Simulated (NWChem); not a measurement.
System: CHO2, doublet; SMILES [O]C=O

Input file for NWChem:

```
start job
memory heap 200 mb stack 900 mb global 1100 mb
geometry units angstroms noautosym nocenter noautoz
  O     -1.143122    -0.000000    -0.125298
  C      0.005674     0.000000     0.214791
  O      1.173921    -0.000000    -0.204183
  H      0.207611    -0.000000     1.371642
end
basis spherical
  O library 6-31g*
  C library 6-31g*
  H library 6-31g*
end
dft
  odft
  mult 2
  xc m05-2x
  iterations 150
end
cosmo
  dielec 3.9
end
task dft energy
```

Output (shortened):

```
             Northwest Computational Chemistry Package (NWChem) 7.3.0
             --------------------------------------------------------

                             Geometry "geometry" -> ""
                             -------------------------

 Output coordinates in angstroms (scale by  1.889725989 to convert to a.u.)

  No.       Tag          Charge          X              Y              Z
 ---- ---------------- ---------- -------------- -------------- --------------
    1 O                    8.0000    -1.14312200     0.00000000    -0.12529800
    2 C                    6.0000     0.00567400     0.00000000     0.21479100
    3 O                    8.0000     1.17392100     0.00000000    -0.20418300
    4 H                    1.0000     0.20761100     0.00000000     1.37164200

 Effective nuclear repulsion energy (a.u.)      63.3687558248

                                 NWChem DFT Module
                                 -----------------

 Summary of "ao basis" -> "ao basis" (spherical)
 ------------------------------------------------------------------------------
       Tag                 Description            Shells   Functions and Types
 ---------------- ------------------------------  ------  ---------------------
 O                           6-31g*                  6       14   3s2p1d
 C                           6-31g*                  6       14   3s2p1d
 H                           6-31g*                  2        2   2s

 in cosmo_initialize ...

 solvent parameters
 solvname_short: unkn
 solvname_long:  unknown
 dielec:        3.9000

          ---------------
          -cosmo- solvent
          ---------------
 Cosmo: York-Karplus, doi: 10.1021/jp992097l
 dielectric constant -eps-     =   3.90
 screen = (eps-1)/(eps    )    =   0.74359
 surface charge correction     = lagrangian

   van der Waals surface
 --------------------------

[...]

                                   COSMO solvation results
                                   -----------------------

                 gas phase energy =      -189.032888770843
                 sol phase energy =      -189.038652970462
 (electrostatic) solvation energy =         0.005764199620 (    3.62 kcal/mol)

                    DFT Final Alpha Molecular Orbital Analysis
                    ------------------------------------------

 Vector   10  Occ=1.000000D+00  E=-4.660796D-01
              MO Center=  3.6D-01,  3.0D-10, -3.0D-02, r^2= 1.8D+00
   Bfn.  Coefficient  Atom+Function         Bfn.  Coefficient  Atom+Function
  ----- ------------  ---------------      ----- ------------  ---------------
    33      0.516605  3 O  pz                37      0.339591  3 O  pz
     3      0.280043  1 O  px                 5     -0.227449  1 O  pz
    31      0.212863  3 O  px                 7      0.191467  1 O  px
    35      0.147527  3 O  px                 9     -0.142251  1 O  pz
    19     -0.136183  2 C  pz                43     -0.116514  4 H  s

 Vector   11  Occ=1.000000D+00  E=-4.303764D-01
              MO Center= -1.0D-01, -9.3D-10, -1.4D-01, r^2= 1.8D+00
   Bfn.  Coefficient  Atom+Function         Bfn.  Coefficient  Atom+Function
  ----- ------------  ---------------      ----- ------------  ---------------
     4      0.475845  1 O  py                32     -0.450812  3 O  py
     8      0.339525  1 O  py                36     -0.328345  3 O  py
    18      0.090900  2 C  py                24     -0.051173  2 C  d -2
    22      0.049703  2 C  py                10      0.025867  1 O  d -2

 Vector   12  Occ=1.000000D+00  E=-3.910696D-01
              MO Center= -4.5D-01,  2.5D-10,  2.2D-01, r^2= 1.8D+00
   Bfn.  Coefficient  Atom+Function         Bfn.  Coefficient  Atom+Function
  ----- ------------  ---------------      ----- ------------  ---------------
     5      0.529435  1 O  pz                 9      0.378630  1 O  pz
    44     -0.279863  4 H  s                 43     -0.256715  4 H  s
    33      0.237846  3 O  pz                20     -0.187056  2 C  s
    37      0.171072  3 O  pz                31     -0.141252  3 O  px
    19     -0.137637  2 C  pz                34      0.120591  3 O  s

 Vector   13  Occ=0.000000D+00  E= 6.170507D-02
              MO Center= -8.2D-02,  4.2D-10,  1.2D-01, r^2= 1.5D+00
   Bfn.  Coefficient  Atom+Function         Bfn.  Coefficient  Atom+Function
  ----- ------------  ---------------      ----- ------------  ---------------
    22      0.638699  2 C  py                18      0.557241  2 C  py
     8     -0.430500  1 O  py                 4     -0.371243  1 O  py
    36     -0.346406  3 O  py                32     -0.316073  3 O  py

 Vector   14  Occ=0.000000D+00  E= 1.727449D-01
              MO Center=  2.0D-01, -2.2D-10,  1.4D+00, r^2= 1.8D+00
   Bfn.  Coefficient  Atom+Function         Bfn.  Coefficient  Atom+Function
  ----- ------------  ---------------      ----- ------------  ---------------
    44      1.791237  4 H  s                 20     -1.544967  2 C  s
    23     -0.826195  2 C  pz                19     -0.445293  2 C  pz
     9      0.267502  1 O  pz                34      0.192961  3 O  s
    37      0.186006  3 O  pz                 6      0.179618  1 O  s
    16     -0.174513  2 C  s                  5      0.140977  1 O  pz

[...]
```

Level: M05-2X/6-31G* (spherical d), spin-unrestricted, COSMO on the gas-phase geometry. Structure relaxed at the PBE0/def2-SVP, spin-unrestricted level. No stability test was run on the SCF state. COSMO prints the solvation energy as gas minus solution, so a positive value is a stabilisation.
